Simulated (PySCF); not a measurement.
Isomers of C5H9FO2.

All values: CAM-B3LYP/def2-SVPD (PySCF) at GFN2-xTB geometries, gas phase, one conformer each. Core orbitals are frozen in the response; Δα² is half the sum of the squared differences of the principal polarisabilities.

Question: Rank by dipole moment, lowest first.
A. `[CH3:1][O:2][CH2:3][C@H:4]([CH3:5])[C:6](=[O:7])[F:8]` with C1–O2–C3–C4 -174°, O2–C3–C4–C5 -170°, C3–C4–C6–O7 29°
B. `[CH3:1][CH2:2][O:3][C@@H:4]([F:5])[CH2:6][CH:7]=[O:8]` with C1–C2–O3–C4 177°, C2–O3–C4–F5 69°, O3–C4–C6–C7 62°, C4–C6–C7–O8 132°
C. `[F:1][CH2:2][CH2:3][CH:4]1[O:5][CH2:6][CH2:7][O:8]1` with F1–C2–C3–C4 -68°, C2–C3–C4–O5 175°, C3–C4–O5–C6 136°, C4–O5–C6–C7 5°, O5–C6–C7–O8 -24°, C6–C7–O8–C4 34°
D. `[CH3:1][CH2:2][C@@H:3]([O:4][CH3:5])[C:6](=[O:7])[F:8]` with C1–C2–C3–O4 67°, C2–C3–O4–C5 -169°, C2–C3–C6–O7 -110°

Answer: C (2.36 D), D (2.80 D), B (3.05 D), A (3.75 D).

Question: Rank by polarisability anisotropy Δα, highest first.
A. `[CH3:1][O:2][CH2:3][C@H:4]([CH3:5])[C:6](=[O:7])[F:8]` with C1–O2–C3–C4 -174°, O2–C3–C4–C5 -170°, C3–C4–C6–O7 29°
B. `[CH3:1][CH2:2][O:3][C@@H:4]([F:5])[CH2:6][CH:7]=[O:8]` with C1–C2–O3–C4 177°, C2–O3–C4–F5 69°, O3–C4–C6–C7 62°, C4–C6–C7–O8 132°
C. `[F:1][CH2:2][CH2:3][CH:4]1[O:5][CH2:6][CH2:7][O:8]1` with F1–C2–C3–C4 -68°, C2–C3–C4–O5 175°, C3–C4–O5–C6 136°, C4–O5–C6–C7 5°, O5–C6–C7–O8 -24°, C6–C7–O8–C4 34°

Answer: B (3.17 Å³), C (2.60 Å³), A (1.97 Å³).

All values together:

```csv
SMILES,μ (D),HOMO (eV),LUMO (eV),α (Å³),Δα (Å³)
COC[C@H](C)C(=O)F,3.75,-9.30,0.69,10.20,1.97
CCO[C@@H](F)CC=O,3.05,-9.15,0.18,10.35,3.17
CC[C@@H](OC)C(=O)F,2.80,-9.61,0.46,10.19,2.18
FCCC1OCCO1,2.36,-8.97,1.31,9.92,2.60
```

Conformers: `[CH3:1][O:2][CH2:3][C@H:4]([CH3:5])[C:6](=[O:7])[F:8]` with C1–O2–C3–C4 -174°, O2–C3–C4–C5 -170°, C3–C4–C6–O7 29°; `[CH3:1][CH2:2][O:3][C@@H:4]([F:5])[CH2:6][CH:7]=[O:8]` with C1–C2–O3–C4 177°, C2–O3–C4–F5 69°, O3–C4–C6–C7 62°, C4–C6–C7–O8 132°; `[CH3:1][CH2:2][C@@H:3]([O:4][CH3:5])[C:6](=[O:7])[F:8]` with C1–C2–C3–O4 67°, C2–C3–O4–C5 -169°, C2–C3–C6–O7 -110°; `[F:1][CH2:2][CH2:3][CH:4]1[O:5][CH2:6][CH2:7][O:8]1` with F1–C2–C3–C4 -68°, C2–C3–C4–O5 175°, C3–C4–O5–C6 136°, C4–O5–C6–C7 5°, O5–C6–C7–O8 -24°, C6–C7–O8–C4 34°.
